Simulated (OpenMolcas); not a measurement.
## Rh2+: moving or changing the point charges

Rh2+ among 6 point charges of -1 e arranged as an octahedron (Oh), 2.14 Å from the ion.
```
   2.1400    0.0000    0.0000  -1.00
   0.0000    2.1400    0.0000  -1.00
  -2.1400    0.0000    0.0000  -1.00
   0.0000   -2.1400    0.0000  -1.00
   0.0000    0.0000    2.1400  -1.00
   0.0000    0.0000   -2.1400  -1.00
```

| Property | Result |
| --- | --- |
| Program | OpenMolcas |
| Method | SS-CASPT2, IPEA 0.25 Eh, imaginary shift 0.1 Eh (closed shells correlated: 4s 4p) |
| Basis | ANO-RCC-VDZP [6s5p3d1f] |
| Scalar Hamiltonian | DKH2, point nucleus |
| Active space | 7 electrons in 5 orbitals (4d) |
| State averaging | 2S+1 = 4 even, 10 roots; 2S+1 = 2 even, 40 roots |
| Spin-orbit coupling | state interaction with AMFI integrals over the reference wave functions |

Runs around this geometry, states (labels of O, the rotations of Oh). Energies in cm-1 above the lowest state or level, χT in cm3 K/mol; under a threefold ground state the first gap can be a small split of the lowest multiplet, not the spin-orbit step.

```csv
R (Å),q (e),Ground state,First state of that spin,First gap with spin-orbit (degeneracies),χT at 300 K,First state of another spin
2.14,-0.65,4T1,4T2 2500,"540 (2, 4)",4.169,2E 12770
2.04,-1,4T1,4T2 5090,"700 (2, 4)",3.625,2E 11060
2.14,-1,4T1,4T2 4350,"680 (2, 4)",3.729,2E 11880
2.23,-1,4T1,4T2 3400,"620 (2, 4)",3.917,2E 12420
```

Taking the first state of the same spin as R^-n, n = -ln(3400 / 5090) / ln(2.23 / 2.04) = 4.5 between the shortest and longest distance.

Scaling the charges by -0.65 / -1 = 0.65 scales the first state of the same spin by 2500 / 4350 = 0.57; with fixed orbitals a first-order splitting would follow the charge.

Roots that are degenerate in the reference are averaged as groups; the widest CASPT2 spread within a group is 410 cm-1 (the 3-fold group of multiplicity 4 near 5090 cm-1 above the lowest state of its run, R = 2.04, q = -1). Shifts and gaps below about the spread of the groups concerned are not significant. An orbital triplet at a regular site is open to Jahn-Teller coupling, which can distort the site and quench the lowest spin-orbit gaps and is left out. Point charges give a weaker field than real ligands, and real ions of this kind are as a rule low spin; the high spin found here belongs to the model. Free-ion shares, where given, are those of the reference states; single-state CASPT2 does not remix them. This is an electrostatic model: the charges have no orbitals. No measured value stands beside these numbers.
